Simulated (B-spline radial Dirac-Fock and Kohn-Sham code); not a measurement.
Run log: W

ΔSCF core binding energies without Breit or QED terms, calculated with a B-spline atomic structure program. Keys: rel is the Hamiltonian (dirac, or spin-free x2c and nr, where L3 and M5 stand for the whole 2p and 3d shells), method is hf or an exchange,correlation pair (spin-unpolarised, also for the hole states), nuc the nuclear model, radius_factor scales its radius, rmax is the box in bohr, h the logarithmic mesh step, order the B-spline order, points the quadrature points per cell, c_factor scales the speed of light, and damp, ndamp, maxit and tol steer the iteration. The run stops when the commutator error falls below 10·tol·max(1, Z/10), or the numerical noise floor, and the energy has settled to about 1e-8 Ha; the virial ratio is −V/T.

Input (task.json):

```json
{"items": [{"Z": 74, "q": 0, "cfg": [[1, 0, 2], [2, 0, 2], [2, 1, 6], [3, 0, 2], [3, 1, 6], [3, 2, 10], [4, 0, 2], [4, 1, 6], [4, 2, 10], [4, 3, 14], [5, 0, 2], [5, 1, 6], [5, 2, 4], [6, 0, 2]], "A": 184, "rrms": 5.3658, "do": "settings", "holes": ["K", "L3", "M5"],
  "settings": [{"rel": "dirac", "method": "hf", "nuc": "fermi", "radius_factor": 1.0, "rmax": 45.0, "h": 0.3, "order": 3, "points": 10, "c_factor": 1.0, "maxit": 82, "damp": 0.5, "ndamp": 3, "tol": 1e-08}]}]}
```

Command: `python xray2_run.py task.json out`

Ground-state iterations:

```
iter   energy (Ha)        error
   1   -16152.65422299  2.21e+00
   2   -16152.79897886  2.55e-01
   3   -16153.90603972  5.67e-02
   4   -16153.93572051  7.49e-03
   5   -16153.93600782  5.82e-03
   6   -16153.93638603  2.02e-03
   7   -16153.93643826  1.13e-04
   8   -16153.93643884  8.50e-05
   9   -16153.93643901  5.84e-06
  10   -16153.93643901  2.60e-06
  11   -16153.93643901  4.15e-07
```

The ground state converged in 11 iterations, with total energy -16153.93644 Ha, virial ratio 1.88820 and highest orbital energy -7.21 eV. ΔSCF binding energies: K (1s) 69876.0 eV, L3 (2p3/2) 10242.0 eV, M5 (3d5/2) 1819.9 eV.

Question: One setting is unsound. Which, and why?

Answer: order is too low for an accurate radial basis. With the default settings (Dirac Hartree-Fock): The ground state converged in 11 iterations, with total energy -16156.13543 Ha, virial ratio 1.88821 and highest orbital energy -7.26 eV. ΔSCF binding energies: K (1s) 69877.6 eV, L3 (2p3/2) 10240.9 eV, M5 (3d5/2) 1818.7 eV.
